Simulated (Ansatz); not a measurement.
Input file for Ansatz (an electronic-structure program): R-B97M-V/def2-TZVPP on C2H6OSn (SMILES C[O][Sn][CH3]). Elements past Kr take the def2 small-core potentials; no spin–orbit coupling.

Ansatz 0.2 input:
```yaml
crystal:
  periodic: [false, false, false]
  atoms:
    - {symbol: C, position_ang: [-1.64124653, -0.20592132, 0.09940468]}
    - {symbol: O, position_ang: [-1.20013687, 0.80249922, 0.97897145]}
    - {symbol: Sn, position_ang: [0.64952361, 1.42376789, 1.39570029]}
    - {symbol: C, position_ang: [1.74105684, 0.03613692, 0.05127821]}
    - {symbol: H, position_ang: [-2.21331736, -0.95704720, 0.65439716]}
    - {symbol: H, position_ang: [-2.30293105, 0.22660628, -0.65863688]}
    - {symbol: H, position_ang: [-0.82082199, -0.71605885, -0.41653506]}
    - {symbol: H, position_ang: [1.53884400, -1.00363619, 0.32085680]}
    - {symbol: H, position_ang: [2.81553043, 0.21249605, 0.12460690]}
    - {symbol: H, position_ang: [1.43349891, 0.18115721, -0.98748931]}
basis:
  gaussian:
    orbitals: def2-TZVPP
hamiltonian:
  xc: {name: B97M-V}
scf: {lower_state_search: off}
```

Output:

```
WARN ansatz: RAYON_NUM_THREADS=1 ignored (pool sized by the plan → 1); use --threads N
Functional definition: B97M-V
these checks for a lower state are left out or cut short: stability, starts, cluster_reference, orbital_swaps, neighbouring_geometries, increment
integrals: 0.15 GiB planned
1253 factors; their error is unknown
mean field: 1.13 GiB planned
mean field evaluation 1: about -10035.9907 eV, gradient 8.3e1 eV
mean field evaluation 2: about -9921.5491 eV, gradient 2.0e2 eV
mean field evaluation 4: about -10051.0654 eV, gradient 1.7e1 eV
mean field evaluation 8: about -10051.6861 eV, gradient 1.7e-1 eV
mean field evaluation 16: about -10051.6587 eV, gradient 2.6e-3 eV
mean field -10051.65867159 eV, -369.3916429219 hartree, gradient 2.2e-6 eV, S^2 0.000000; 0 other end points of the search recorded, 0 dependent functions left out
reference -10051.65873707 eV, -369.3916453283 hartree; 24, 24 occupied and 203, 203 virtual orbitals, 1253 factors
Total energy: -10051.65873707 eV, -369.3916453283 hartree
Checks for a lower state left out: stability, starts, cluster_reference, orbital_swaps, neighbouring_geometries, increment
```

The run converged.

Cost: about 7 core-seconds (a rough figure).
